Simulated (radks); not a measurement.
Spin polarisation of the 4p2 shell in the selenium ion Se2+. Start: [Ar] 3d10 4s2 4p(up 1, down 1); electrons of 4p are moved from spin down to spin up, other shells keep equal spins. Calculated with a radial shooting solver on a logarithmic mesh with Libxc functionals: non-relativistic Kohn-Sham, PBE, spin-polarised, spherical densities, point nucleus.

moment (Bohr magnetons) = 0: E - E(0) (eV) 0.000; e(4p up) (eV) -25.445; e(4p down) (eV) -25.445; 4s down minus up (eV) 0.000; 3d down minus up (eV) 0.000; 3p down minus up (eV) 0.000
moment (Bohr magnetons) = 0.5: E - E(0) (eV) -0.069; e(4p up) (eV) -25.706; e(4p down) (eV) -25.156; 4s down minus up (eV) 0.545; 3d down minus up (eV) 0.067; 3p down minus up (eV) 0.049
moment (Bohr magnetons) = 1: E - E(0) (eV) -0.275; e(4p up) (eV) -25.942; e(4p down) (eV) -24.838; 4s down minus up (eV) 1.095; 3d down minus up (eV) 0.135; 3p down minus up (eV) 0.098
moment (Bohr magnetons) = 1.5: E - E(0) (eV) -0.621; e(4p up) (eV) -26.155; e(4p down) (eV) -24.490; 4s down minus up (eV) 1.651; 3d down minus up (eV) 0.204; 3p down minus up (eV) 0.148
moment (Bohr magnetons) = 2: E - E(0) (eV) -1.108; e(4p up) (eV) -26.344; e(4p down) (eV) -24.109; 4s down minus up (eV) 2.213; 3d down minus up (eV) 0.274; 3p down minus up (eV) 0.199

At moment 2 the spin-polarisation energy is -1.108 eV and the 4p exchange splitting 2.235 eV, that is 1.117 eV per Bohr magneton; E = -I m^2/4 would give I = 1.108 eV.
